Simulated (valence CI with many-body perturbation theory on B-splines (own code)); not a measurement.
Values are calculated unless marked as measured or tabulated.
## Cd32+: what each term of the Hamiltonian does

Method: relativistic CI+MBPT: six valence electrons over a frozen Dirac-Fock core [Ne], radial functions for each j: 9 s, 9 p, 8 d, 6 f, 3 g, 1 h, with the one-electron correlation potential Σ1, the two-electron term Σ2, the three-electron term Σ3, Breit, model QED; selected CI, second order for the rest, scaled by the run's own slope (own B-spline code, finite nucleus).

No measured spectrum was set against this ion. As an estimate, large intervals hold to a few tenths of a per cent, small ones and those within an open d or f shell to about a per cent. Among the levels kept, up to 1500 cm⁻¹ of a level comes from second order outside the variational space, and about a tenth of that is noise between levels of different J, which matters for small intervals.

Each rung adds one term. CI alone is the Dirac-Coulomb CI over the frozen core; QED comes last and gives the full result, which names the levels. Energies are above (3s^2 3p1/2^2 3p3/2^2) J=2 on the same rung, in eV.

Levels are named by their leading jj configuration (3d3/2^4 stands for four electrons in 3d with j = 3/2), which in mixed levels can hold well under half, so a name can repeat and another be missing. Letters in brackets count levels of one name in rising energy.

```
                             Level  CI alone
        (3s^2 3p1/2^2 3p3/2^2) J=0     10.53
          (3s^2 3p1/2 3p3/2^3) J=1     42.91
          (3s^2 3p1/2 3p3/2^3) J=2     49.16
                (3s^2 3p3/2^4) J=0     96.62
          (3s 3p1/2^2 3p3/2^3) J=2    129.50
    (3s^2 3p1/2^2 3p3/2 3d3/2) J=1    132.64
    (3s^2 3p1/2^2 3p3/2 3d3/2) J=2    134.88
    (3s^2 3p1/2^2 3p3/2 3d3/2) J=3    136.67
    (3s^2 3p1/2^2 3p3/2 3d3/2) J=0    136.41
    (3s^2 3p1/2^2 3p3/2 3d5/2) J=4    145.48
          (3s 3p1/2^2 3p3/2^3) J=1    151.17
    (3s^2 3p1/2^2 3p3/2 3d5/2) J=2    153.75
    (3s^2 3p1/2^2 3p3/2 3d5/2) J=3    158.82
    (3s^2 3p1/2^2 3p3/2 3d5/2) J=1    166.04
    (3s^2 3p1/2 3p3/2^2 3d3/2) J=0    170.15
(3s^2 3p1/2 3p3/2^2 3d3/2) J=1 [a]    172.14
```

**Question.** What do these energies become with core correlation, Breit and QED?

**Answer.** (3s^2 3p1/2^2 3p3/2^2) J=0 10.53 (+0.003); (3s^2 3p1/2 3p3/2^3) J=1 42.50 (-0.402); (3s^2 3p1/2 3p3/2^3) J=2 48.60 (-0.556); (3s^2 3p3/2^4) J=0 95.68 (-0.939); (3s 3p1/2^2 3p3/2^3) J=2 128.67 (-0.829); (3s^2 3p1/2^2 3p3/2 3d3/2) J=1 131.78 (-0.862); (3s^2 3p1/2^2 3p3/2 3d3/2) J=2 133.87 (-1.002); (3s^2 3p1/2^2 3p3/2 3d3/2) J=3 135.53 (-1.135); (3s^2 3p1/2^2 3p3/2 3d3/2) J=0 135.56 (-0.852); (3s^2 3p1/2^2 3p3/2 3d5/2) J=4 144.06 (-1.429); (3s 3p1/2^2 3p3/2^3) J=1 150.07 (-1.102); (3s^2 3p1/2^2 3p3/2 3d5/2) J=2 152.36 (-1.395); (3s^2 3p1/2^2 3p3/2 3d5/2) J=3 157.30 (-1.512); (3s^2 3p1/2^2 3p3/2 3d5/2) J=1 164.58 (-1.459); (3s^2 3p1/2 3p3/2^2 3d3/2) J=0 168.95 (-1.196); (3s^2 3p1/2 3p3/2^2 3d3/2) J=1 [a] 170.81 (-1.321).

**Question.** How does the ionisation energy move along the ladder, and which term matters most?

**Answer.** CI alone 2002.7, + Σ1 2003.5, + Σ2 2003.6, + Σ3 2003.1, + Breit 2001.9, + QED 2001.9 eV. The largest step is Breit, -1.1 eV. NIST lists 1998 ± 3 eV (semi-empirical).
